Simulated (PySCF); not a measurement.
Delta-SCF ions had no search for a lower state. Excitations are Tamm–Dancoff values on a coarser integration grid. The basis has no diffuse functions, so Rydberg states are missing or too high.

Cartesian coordinates (Å):
```xyz
8

C     -0.9720    -0.0408    -0.0013
C      0.4954     0.1891    -0.1239
O      1.1819    -0.7409     0.5570
S      1.2229     1.3920    -0.9539
H     -1.5303     0.6875    -0.5805
H     -1.2123    -1.0540    -0.3358
H     -1.2600     0.0215     1.0524
H      2.1249    -0.5315     0.4398
```
Charge 0, multiplicity 1.

Q: Estimate the total energy, S1–T1 gap (TDA), brightest of the four lowest singlets (TDA), LUMO, S1 excitation (TDA), HOMO–LUMO gap, vertical ionisation energy (Delta-SCF) and HOMO that PBE-D3(BJ)/def2-TZVP // r2SCAN-D4/def2-TZVP in PySCF 2.14.0 returns for this input.

A: 
```yaml
total_energy: -551.7648 Ha
S1–T1 gap (TDA): 0.40 eV
brightest of the four lowest singlets (TDA): 6.14 eV
LUMO: -2.39 eV
S1 excitation (TDA): 3.30 eV
HOMO–LUMO gap: 3.13 eV
vertical ionisation energy (Delta-SCF): 8.99 eV
HOMO: -5.51 eV
```
